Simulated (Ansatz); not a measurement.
Calculation: Ansatz (a quantum-chemistry and plane-wave program) with frozen-core CCSD(T)/cc-pVDZ // r2SCAN-D4/def2-SVP. The restricted HF reference is unstable towards unrestricted orbitals.

Ansatz 0.2 input:
```yaml
crystal:
  periodic: [false, false, false]
  atoms:
    - { symbol: B, position_ang: [-1.611514, 1.582527, 0.076956] }
    - { symbol: C, position_ang: [-0.252312, 0.799561, 0.028026] }
    - { symbol: C, position_ang: [1.014222, 1.411947, 0.018568] }
    - { symbol: C, position_ang: [2.180344, 0.645016, -0.026394] }
    - { symbol: C, position_ang: [2.115905, -0.753742, -0.066159] }
    - { symbol: C, position_ang: [0.873649, -1.386105, -0.060087] }
    - { symbol: C, position_ang: [-0.285674, -0.60436, -0.012197] }
    - { symbol: C, position_ang: [-1.632012, -1.2484, 0.000812] }
    - { symbol: F, position_ang: [-1.865283, -1.995639, 1.083836] }
    - { symbol: F, position_ang: [-1.879706, -2.010676, -1.067728] }
    - { symbol: F, position_ang: [-2.59683, -0.2501, 0.001942] }
    - { symbol: H, position_ang: [-2.063365, 1.941704, 1.138085] }
    - { symbol: H, position_ang: [-2.077878, 2.046189, -0.936254] }
    - { symbol: H, position_ang: [1.092301, 2.503436, 0.048144] }
    - { symbol: H, position_ang: [3.154399, 1.143169, -0.031716] }
    - { symbol: H, position_ang: [3.033292, -1.347106, -0.103235] }
    - { symbol: H, position_ang: [0.800461, -2.477421, -0.092598] }
basis:
  gaussian: { orbitals: cc-pVDZ }
correlation:
  method: ccsd_t
```

Output:

```
Functional definition: HF
1697 factors; integrals over basis functions are off by at most 1.1e-3 eV
mean field evaluation 1: about -16091.5647 eV, gradient 5.0e1 eV
mean field evaluation 2: about -16092.0537 eV, gradient 5.0e1 eV
mean field evaluation 4: about -16098.2019 eV, gradient 5.8e0 eV
mean field evaluation 8: about -16098.3136 eV, gradient 3.7e-1 eV
mean field evaluation 16: about -16091.5634 eV, gradient 5.0e1 eV
mean field -16098.31451095 eV, -591.6021464480 hartree, gradient 2.0e-6 eV, S^2 0.000000; 0 other end points of the search recorded, 0 dependent functions left out; unrestricted orbitals would lower it
11 core orbitals not correlated
reference -16098.31451095 eV, -591.6021464480 hartree; 29, 29 occupied and 144, 144 virtual orbitals, 1697 factors
second order -42.01827714 eV of doubles, -0.00000000 eV of singles
cycle   1  -42.08161355 eV  change   -6.3e-2 eV  update   1.5e-1
cycle   2  -43.17950154 eV  change    -1.1e0 eV  update   4.7e-2
cycle   3  -43.43857550 eV  change   -2.6e-1 eV  update   2.2e-2
cycle   4  -43.42992157 eV  change    8.7e-3 eV  update   5.9e-3
cycle   5  -43.42948614 eV  change    4.4e-4 eV  update   2.8e-3
cycle   6  -43.43078301 eV  change   -1.3e-3 eV  update   7.4e-4
cycle   7  -43.43053045 eV  change    2.5e-4 eV  update   3.1e-4
cycle   8  -43.43038138 eV  change    1.5e-4 eV  update   1.0e-4
cycle   9  -43.43040871 eV  change   -2.7e-5 eV  update   4.6e-5
perturbative correction -1.52805139 eV, -0.0561548528 hartree
Total energy: -16143.27297105 eV, -593.2543393827 hartree
```

Cost: very roughly 7 core-minutes.
